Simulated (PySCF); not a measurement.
Level sweep

Species: GeH4S.
Bonds: S1–Ge2. Hydrogens: H3 on S1; H4, H5, H6 on Ge2.

PySCF, dipoles from the SCF density, polarisabilities from static response with core orbitals frozen. Isolated species at its PBE0-D3(BJ)/def2-SVP geometry, gas phase. The PBE/def2-SVPD calculation is non-relativistic and has no spin–orbit coupling, an omission that weighs most on germanium.

The anisotropy is √(½[(α1 − α2)² + (α2 − α3)² + (α3 − α1)²]).

```csv
level,μ (D),α (Å³),anisotropy (Å³)
PBE/def2-SVPD,1.270,8.46,2.57
B3LYP/def2-SVPD,1.298,8.28,2.48
PBE0/def2-SVPD,1.357,8.18,2.43
BHandHLYP/def2-SVPD,1.383,8.00,2.34
CAM-B3LYP/def2-SVPD,1.375,8.16,2.39
wB97X-D/def2-SVPD,1.425,8.11,2.33
LC-wPBE/def2-SVPD,1.481,7.93,2.28
PBE0/6-31G*,1.652,6.26,2.56
PBE0/def2-SVP,1.390,6.50,2.34
PBE0/def2-TZVP,1.305,7.51,2.77
```

The dipole runs from 1.27 D (PBE/def2-SVPD) to 1.65 D (PBE0/6-31G*). No reference polarisability is at hand; against PBE0 in the largest diffuse basis at hand (def2-SVPD) the other PBE0 rows deviate by 6-31G* -23%, def2-SVP -21%, def2-TZVP -8%. In one basis (def2-SVPD) the functionals order the polarisability from LC-wPBE (lowest) to PBE (highest), a spread of 7%. With PBE0 the polarisability is 6.76 Å³ without diffuse functions (mean of 6-31G*, def2-SVP and def2-TZVP) and 8.18 Å³ with them (def2-SVPD).

Without π bonds the low states are Rydberg-like; a valence basis with one diffuse set may place them up to an eV too high.
